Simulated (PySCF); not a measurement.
Simulated absorption spectrum

Species: Si(iPr)H3, C₃H₁₀Si.
SMILES: `CC(C)[SiH3]`

Method used: PySCF 2.14.0, density-fitted response routines, TDDFT wB97X-D/def2-SVPD, vertical, gas phase, core orbitals frozen in the response. Geometry: PBE0-D3(BJ)/def2-SVP; no solvent, vibrations or thermal averaging.

Computed states:

```csv
state,E (eV),f
S1,7.82,0.0024
S2,8.48,0.020
S3,8.55,0.0008
S4,8.82,0.248
S5,8.88,0.142
S6,8.90,0.036
S7,9.21,0.093
S8,9.28,0.017
S9,9.29,0.0006
S10,9.30,0.097
```

Each state is given a Gaussian of 0.4 eV full width at half maximum, with ε(max) = 2.175×10⁸ f / Δν̃ (Δν̃ the width in cm⁻¹). The cross-section is σ = 3.8235×10⁻²¹ ε cm², given in Mb (10⁻¹⁸ cm²). The width is an assumption, not a result. The curve ends short of the highest state used, and states not computed would add to its high-energy end.

Task: Give the broadened spectrum and its maxima.

Result: 
```json
{"λ (nm)": "142.4", "σ (Mb)": "80.29"}
{"λ (nm)": "143.3", "σ (Mb)": "60.64"}
{"λ (nm)": "144.1", "σ (Mb)": "44.50"}
{"λ (nm)": "145.0", "σ (Mb)": "29.83"}
{"λ (nm)": "145.8", "σ (Mb)": "20.34"}
{"λ (nm)": "146.6", "σ (Mb)": "13.76"}
{"λ (nm)": "147.5", "σ (Mb)": "8.92"}
{"λ (nm)": "148.3", "σ (Mb)": "6.12"}
{"λ (nm)": "149.1", "σ (Mb)": "4.21"}
{"λ (nm)": "150.0", "σ (Mb)": "2.73"}
{"λ (nm)": "150.8", "σ (Mb)": "1.82"}
{"λ (nm)": "151.6", "σ (Mb)": "1.19"}
{"λ (nm)": "152.5", "σ (Mb)": "0.76"}
{"λ (nm)": "153.3", "σ (Mb)": "0.55"}
{"λ (nm)": "154.1", "σ (Mb)": "0.46"}
{"λ (nm)": "155.0", "σ (Mb)": "0.46"}
{"λ (nm)": "155.8", "σ (Mb)": "0.50"}
{"λ (nm)": "156.6", "σ (Mb)": "0.56"}
{"λ (nm)": "157.5", "σ (Mb)": "0.61"}
{"λ (nm)": "158.3", "σ (Mb)": "0.63"}
{"λ (nm)": "159.1", "σ (Mb)": "0.62"}
{"λ (nm)": "160.0", "σ (Mb)": "0.57"}
{"λ (nm)": "160.8", "σ (Mb)": "0.51"}
{"λ (nm)": "161.6", "σ (Mb)": "0.43"}
{"λ (nm)": "162.5", "σ (Mb)": "0.33"}
{"λ (nm)": "163.3", "σ (Mb)": "0.25"}
{"λ (nm)": "164.2", "σ (Mb)": "0.18"}
{"λ (nm)": "165.0", "σ (Mb)": "0.12"}
{"λ (nm)": "165.8", "σ (Mb)": "0.08"}
{"λ (nm)": "166.7", "σ (Mb)": "0.05"}
{"λ (nm)": "167.5", "σ (Mb)": "0.03"}
{"λ (nm)": "168.3", "σ (Mb)": "0.02"}
{"λ (nm)": "169.2", "σ (Mb)": "0.01"}
{"λ (nm)": "170.0", "σ (Mb)": "0.00"}
{"λ (nm)": "170.8", "σ (Mb)": "0.00"}
{"λ (nm)": "171.7", "σ (Mb)": "0.00"}
```

Maxima: 158 nm (7.83 eV), ε about 170, made up of S1 (100%) (ε in L mol⁻¹ cm⁻¹; maxima over ε = 5, shares over 10%). At its high-energy end, 8.70 eV, the curve is still rising (ε about 20000, from S4 and S5).

Task: Coming from long wavelengths, where does ε first pass 100 L mol⁻¹ cm⁻¹?

Result: At about 162 nm (7.65 eV), 0.17 eV below S1.

Task: What would ε be at 7.83 eV, the highest of these maxima, with half the width (0.2 eV)?

Result: About 328 L mol⁻¹ cm⁻¹ against 165, a factor of about 1.98; a lone state at its own centre would give exactly 2.

Hardware: an Intel Xeon Platinum 8259CL at 2.50 GHz with one thread, no GPU, shared host with 48 logical CPUs at a one-minute load of 37. Cost: 30 s (grids of density and orbitals included), 0.81 GiB resident at most.
